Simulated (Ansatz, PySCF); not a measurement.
Pulling on the O3–H4 bond in BeFHO (SMILES [OH][Be][F]) (multiplicity 1 held, fragments rigid). Energies count from the point at 0.954 Å.
Geometry at that point (charge 0, multiplicity 1):
```xyz
4

Be     0.0293     0.0148    -0.0256
F      0.9828     0.5280    -0.8951
O     -0.9986    -0.4674     0.8245
H     -0.9734    -1.0724     1.5614
```

R- and RO- levels are restricted; in cc, def2 and unpolarised 6-31G sets they are followed outwards from rest. Unrestricted levels (U-) break spin symmetry where that is lower. Levels need not reach the same state.

Rows in 6-31G* carry no dispersion term and start afresh at each structure (6-31G* with six Cartesian d functions).

Run with Ansatz (Gaussian orbitals); PySCF for 6-31G* rows. Values without a source in brackets are computed.

Problem. One of these levels gives 8.453 eV for the energy at R = 3.052 Å. Which one is it?
A. U-HF/6-31G*
B. U-B3LYP/aug-cc-pVTZ
C. R-wB97X-V/aug-cc-pVTZ
D. R-HF/6-31G*

Solution. C, R-wB97X-V/aug-cc-pVTZ. The others give 9.578 (R-HF/6-31G*), 3.830 (U-HF/6-31G*), 5.583 (U-B3LYP/aug-cc-pVTZ)

Doubts at one or more of the structures used: a restricted determinant that unrestricted orbitals would lower (R-HF/6-31G*, R-wB97X-V/aug-cc-pVTZ); a spin-contaminated determinant (U-HF/6-31G*, U-B3LYP/aug-cc-pVTZ).

Ansatz is an electronic-structure program.
